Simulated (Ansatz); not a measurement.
Mg(Me) (CH₃Mg), SMILES [CH3][Mg], multiplicity 2.

Geometry optimised at r2SCAN-D4/def2-TZVP. The spin state was assumed, not searched. The isomer is the one that the SMILES or the coordinates give; other isomers of the formula were not compared.

Two levels are set side by side: PBE/def2-TZVPD (Ansatz, a first-principles code) and CAM-B3LYP/def2-TZVPD (Ansatz). Energy differences of separate SCF runs at the same geometry; the states with an electron removed or added have multiplicity 1 and 1. Differences are taken from unrounded values.

```csv
quantity,CAM-B3LYP
vertical ionisation energy (eV),6.80
vertical electron affinity (eV),0.65
```

Q: What does PBE give, and how far is it from CAM-B3LYP? (Estimate from the structure and the level; the computed values follow.)

A: 
```tsv
quantity	PBE	PBE minus CAM-B3LYP
vertical ionisation energy (eV)	6.65	-0.14
vertical electron affinity (eV)	0.64	-0.02
```
